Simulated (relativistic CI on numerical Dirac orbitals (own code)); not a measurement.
**Ni4+ in a cubic cluster: 3s photoemission with charge transfer**

Computed with a charge-transfer multiplet model of a cubic metal-ligand cluster with up to 3 ligand holes, Slater and spin-orbit integrals from Dirac-Coulomb-Breit ions, Slater integrals scaled by 0.7. The ground state mixes d6 with configurations of k ligand holes L, whose averages lie at kΔ + k(k − 1)U_dd/2; a core hole lowers each added d electron by U_cd. 300 K, Lorentzian 1.4 eV and Gaussian 0.8 eV FWHM.

Atomic integrals in eV (Slater integrals scaled, ζ unscaled), ground: F2dd 9.934, F4dd 6.234, zeta_d 0.099; with the core hole: F2dd 10.577, F4dd 6.666, zeta_d 0.110, G2cd 10.197.

Cluster parameters (eV): Δ = 0.8, U_dd = 7.9, 10Dq = 0.9, 10Dq(ligand) = 0.2, V(eg) = 1.8, V(t2g) = -0.9, final-state hopping factor = 0.8.

| Case | n_d | d6 | d7L | d8L2 | d9L3 | S |
| --- | --- | --- | --- | --- | --- | --- |
| U_cd = 8 eV | 6.36 | 0.65 | 0.33 | 0.02 | 0.00 | 1.99 |
| U_cd = 8.6 eV | 6.36 | 0.65 | 0.33 | 0.02 | 0.00 | 1.99 |
| U_cd = 9.2 eV | 6.36 | 0.65 | 0.33 | 0.02 | 0.00 | 1.99 |
| U_cd = 9.8 eV | 6.36 | 0.65 | 0.33 | 0.02 | 0.00 | 1.99 |
| U_cd = 11.6 eV | 6.36 | 0.65 | 0.33 | 0.02 | 0.00 | 1.99 |

Weights, n_d and S are thermal averages at 300 K. Binding energies count from the first peak over 30 % of the highest in each spectrum, which can be another peak from case to case. The parameters are a model scan and need not match a compound or its usual spin state. Peaks in eV (height, largest 100):
- U_cd = 8 eV: 0.0 (100), 7.8 (65), 12.3 (20), 17.6 (38)
- U_cd = 8.6 eV: 0.0 (100), 8.0 (71), 11.9 (24), 18.1 (46)
- U_cd = 9.2 eV: 0.0 (100), 5.5 (43), 7.6 (63), 9.0 (75), 11.6 (30), 18.9 (53)
- U_cd = 9.8 eV: 0.0 (100), 5.2 (45), 7.2 (59), 9.7 (86), 19.6 (62)
- U_cd = 11.6 eV: 0.0 (59), 4.7 (41), 6.5 (46), 12.1 (100), 22.1 (60)

Curve for U_cd = 9.2 eV (points under 2 left out, the grid thinned):

```
E (eV)  Intensity
  -3.4        6.2
  -2.8        8.6
  -2.2       13.1
  -1.6       22.7
  -1.0       45.5
  -0.4       85.7
   0.3       93.3
   0.9       63.5
   1.5       45.9
   2.1       33.3
   2.7       25.4
   3.3       22.9
   3.9       25.2
   4.5       33.6
   5.1       41.7
   5.7       42.8
   6.3       46.2
   7.0       58.4
   7.6       63.2
   8.2       63.5
   8.8       73.4
   9.4       68.3
  10.0       43.5
  10.6       29.9
  11.2       28.4
  11.8       29.3
  12.4       25.3
  13.0       22.8
  13.7       20.9
  14.3       15.7
  14.9       11.9
  15.5        9.5
  16.1        8.4
  16.7        9.6
  17.3       14.2
  17.9       26.6
  18.5       46.9
  19.1       50.0
  19.7       30.5
  20.4       13.7
  21.0        7.8
  21.6        5.0
  22.2        3.6
  22.8        2.7
  23.4        2.2
```

For the case U_cd = 9.8 eV, Δ = 0.8 eV is smaller than U_dd = 7.9 eV, the charge-transfer side of the Zaanen-Sawatzky-Allen scheme. With the core hole the configuration with one ligand hole lies at Δ − U_cd = -7.2, -7.8, -8.4, -9.0, -10.8 eV from the one without, in the order of the table; where this is negative the screened configuration lies lower.

Without intra-shell correlation the exchange splitting of the 3s hole comes out too large.
